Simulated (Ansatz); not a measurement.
## Which is lower?

The two ends of one reaction step of BH₃OF₂, singlet (PBE0-D4/def2-TZVP).

A:

B1  (-0.088, 0.600, -0.632)
O2  (1.150, 0.115, -0.840)
F3  (-1.178, -0.051, -1.021)
F4  (-0.237, 1.763, -0.033)
H5  (-0.046, -0.765, 1.984)
H6  (-0.757, -0.925, 1.822)
H7  (1.156, -0.737, -1.281)
(Å)

B:

| atom | x (Å) | y (Å) | z (Å) |
| --- | --- | --- | --- |
| B1 | -0.6575 | 0.3430 | 0.2017 |
| O2 | 0.9231 | -0.5094 | 0.1393 |
| F3 | -1.3967 | -0.5059 | -0.5560 |
| F4 | -0.3082 | 1.5003 | -0.4146 |
| H5 | 0.7889 | -1.2864 | -0.4183 |
| H6 | -0.8774 | 0.3792 | 1.3784 |
| H7 | 1.5276 | 0.0792 | -0.3306 |

Ansatz 0.2.0; basis: def2-TZVPP; cores frozen in the correlated methods. B3LYP uses VWN-RPA correlation.

Question: Which structure is lower at CCSD(T), and by how much? (Judge from chemistry; the value comes from the calculation.)

Answer: Computed: A, by 18.65 kcal/mol (electronic energy, against the other). By their contacts, A is a complex of BHOF₂ ([OH][B]([F])[F]) + H₂ and B is BH₃OF₂ ([OH2][BH]([F])[F]).

All methods give the same order:

```tsv
method	E(B) − E(A) (kcal/mol)
SPW92	13.22
PBE-D4	17.89
BLYP-D4	20.60
r2SCAN-D4	19.09
B97M-V	20.35
PBE0-D4	17.70
B3LYP-D4	19.98
r2SCAN0-D4	18.64
BHLYP-D4	19.59
CAM-B3LYP-D4	18.76
wB97X-V	18.01
wB97M-V	18.28
B2PLYP	19.57
PBE-QIDH	17.85
RPA on PBE	18.71
HF	23.15
MP2	18.99
CCSD	18.94
CCSD(T)	18.65
```

The T1 diagnostic stays at or below 0.012.

Labels in which every atom is bracketed show which atoms are joined, not bond orders.

For scale, one of the runs: CCSD(T)/def2-TZVPP, 166 basis functions (an equivalent command: `ansatz run in.yaml --threads 2`). The run took 22 s on 2 CPU threads (shared host), with 1.6 GiB of host memory at its peak.
